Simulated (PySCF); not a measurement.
Numbering as in the mapped SMILES `[OH:1][SiH2:2][CH:3]1[CH2:4][CH2:5]1`. Hydrogens are named by the atom that carries them. Ha(C4), Ha(C5) are cis to Si2 on the ring; Hb(C4), Hb(C5) are trans to Si2 on the ring.

Geometry: PBE0-D3(BJ)/def2-SVP; GIAO shifts from PySCF 2.14.0 with density-fitted response routines, gas phase, non-relativistic, averaged over equivalent atoms.

At PBE0/cc-pVDZ (114 basis functions, 9.9 s wall time on 1 thread of an x86-64 server CPU, shared host):
```csv
atoms,δ (ppm)
O1,21.6
Si2,-3.2
C4/C5,3.5
C3,0.1
H(Si2),4.55
Hb(C4)/Hb(C5),0.54
Ha(C4)/Ha(C5),0.27
H(O1),0.06
H(C3),-0.36
```

δ = σ(ref) − σ, references computed at the same level: 17O (σref 343.34) against H2O; 29Si (σref 418.61), 13C (σref 196.75), 1H (σref 31.29) against TMS.

What do these become at PBE0/IGLO-III?

## Answers


| atoms | δ at PBE0/IGLO-III | change |
| --- | --- | --- |
| O1 | 29.3 | +7.7 |
| Si2 | -5.5 | -2.3 |
| C4/C5 | 1.9 | -1.6 |
| C3 | -1.0 | -1.1 |
| H(Si2) | 4.81 | +0.26 |
| Hb(C4)/Hb(C5) | 0.65 | +0.11 |
| Ha(C4)/Ha(C5) | 0.40 | +0.13 |
| H(O1) | 0.33 | +0.27 |
| H(C3) | -0.13 | +0.23 |

References, each an isolated molecule treated in the same way: 17O (327.19 ppm) vs H2O; 29Si (345.34 ppm), 13C (183.78 ppm), 1H (31.37 ppm) vs TMS.

The largest change is at O1 (oxygen bonded to Si, H). Cost: 264 basis functions, 33 s wall time on 1 thread of an x86-64 server CPU, shared host.

Experimental scales use liquid or dissolved standards, which lie at an offset from isolated H2O (liquid H2O: subtract about 36 ppm).
